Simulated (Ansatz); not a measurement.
Total energies of BCl2(SiH3) (SiBH3Cl2) from Ansatz at PBE-D4/def2-TZVPD, gas phase (1 Eh = 27.2114 eV = 2625.5 kJ/mol). The reference geometry is relaxed at PBE-D4/def2-SVP.

Cartesian coordinates in Å:
```
B -0.9041 -0.1931 0.6429
Cl -2.5245 0.1002 0.0230
Cl -0.7356 -0.8895 2.2498
Si 0.7271 0.1934 -0.4984
H 1.9339 0.5012 0.3465
H 0.4764 1.3300 -1.4526
H 1.0270 -1.0423 -1.3113
```

```
                 state   geometry  energy (Eh)
      charge 0 singlet  reference  -1236.09008
     charge -1 doublet  reference  -1236.11297
 free B atom (doublet)          –    -24.61015
free Cl atom (doublet)          –   -459.95933
free Si atom (triplet)          –   -289.22297
 free H atom (doublet)          –     -0.49962
```

Task: Work out the vertical electron affinity, to the doublet.

Result: E(charge 0 singlet) − E(charge -1 doublet) = -1236.09008 − (-1236.11297) = 0.02289 Eh = 0.62 eV.

Task: What is the binding energy per atom against free atoms?

Result: Atoms: 1 × (-24.61015) + 2 × (-459.95933) + 1 × (-289.22297) + 3 × (-0.49962) = -1235.25064 Eh. Binding: -1235.25064 − (-1236.09008) = 0.83944 Eh = 22.84 eV, or 3.26 eV for each of 7 atoms (no zero-point energy, no counterpoise term).

At PBE-D4/def2-TZVPD the highest occupied level of the charge -1 doublet lies above zero (up to 2.06 eV). By energy differences its removal costs 0.62 eV (vertical, to the charge 0 singlet, at PBE-D4/def2-TZVPD); a positive level beside a positive removal energy at the same level points to self-interaction error.
